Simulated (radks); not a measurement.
Question: Sn13+, 37 electrons, occupied as [Kr] 4d1 (the NIST ground configuration). Method: Dirac Kohn-Sham, PBE, spin-unpolarised, spherical densities, point nucleus; open shells are shared between the two j in proportion to 2j + 1; computed with a radial shooting solver on a logarithmic mesh with Libxc functionals. Some entries of the table are withheld. Estimate them.

orbital  occ.  eigenvalue (Ry)  r(max) (bohr)  <r^2> (bohr^2)
1s1/2       2        -2152.598        0.01877        0.001143
2s1/2       2        -343.2507         0.1062         0.01850
2p1/2       2        -322.0598            (1)         0.01375
2p3/2       4        -305.1046            (2)         0.01505
3s1/2       2        -82.95005         0.3070          0.1304
3p1/2       2        -74.36444         0.2932          0.1251
3p3/2       4        -71.23299         0.3034          0.1334
3d3/2       4        -56.13743         0.2480          0.1137
3d5/2       6        -55.48611         0.2509          0.1161
4s1/2       2        -28.74969         0.7217          0.6551
4p1/2       2        -25.67951         0.7378          0.6991
4p3/2       4        -24.97745         0.7576          0.7343
4d3/2     0.4        -19.90186         0.7889          0.8392
4d5/2     0.6        -19.77321         0.7948          0.8505
5s1/2       0        -14.04456          1.443           2.346
5p1/2       0              (3)          1.509           2.569
5p3/2       0              (4)          1.539           2.663

Answer: 
(1) 2p1/2 r(max) (bohr): 0.08180
(2) 2p3/2 r(max) (bohr): 0.08632
(3) 5p1/2 eigenvalue (Ry): -12.83069
(4) 5p3/2 eigenvalue (Ry): -12.59293
